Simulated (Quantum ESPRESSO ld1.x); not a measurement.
Results of a calculation; reference values are marked as such.
Radial electron density D(r) = 4 pi r^2 rho(r) of an atom or ion with 7 electrons. Code: ld1.x of Quantum ESPRESSO 7.5. Model: Dirac Kohn-Sham, relativistic LDA (MacDonald-Vosko exchange, VWN5 correlation), spin-unpolarised, spherical densities, point nucleus.

| r (bohr) | D(r) (e/bohr) |
|---|---|
| 0.00185 | 7.518 |
| 0.002242 | 10.17 |
| 0.002716 | 13.63 |
| 0.003265 | 17.85 |
| 0.003956 | 23.32 |
| 0.004794 | 29.96 |
| 0.005808 | 37.71 |
| 0.007038 | 46.28 |
| 0.00846 | 54.77 |
| 0.01025 | 63.02 |
| 0.01242 | 69.46 |
| 0.01505 | 72.76 |
| 0.01809 | 72.02 |
| 0.02192 | 66.99 |
| 0.02656 | 58.79 |
| 0.03218 | 50.12 |
| 0.03899 | 44.34 |
| 0.04687 | 43.74 |
| 0.05679 | 47.74 |
| 0.06881 | 52.51 |
| 0.08337 | 52.50 |
| 0.1002 | 44.99 |
| 0.1214 | 31.09 |
| 0.1471 | 16.61 |
| 0.1783 | 6.531 |
| 0.216 | 1.778 |
| 0.2596 | 0.3384 |
| 0.3146 | 0.03579 |

What is the nuclear charge?

Answer. Z = 58. The innermost maximum, from 1s, lies near gamma/Z bohr with gamma = sqrt(1 - (Z/c)^2) = 0.906, here 0.0156 bohr (found: 0.0159), and its height grows with Z. The density is that of the cerium ion Ce51+ in [He] 2s2 2p3; the configuration itself is not fixed sharply by these data, and Z only to a few units. D(r) has 2 maxima, at r = 0.0159, 0.0757 bohr, and minima at 0.0436 bohr, inside which lie 2.26 electrons.
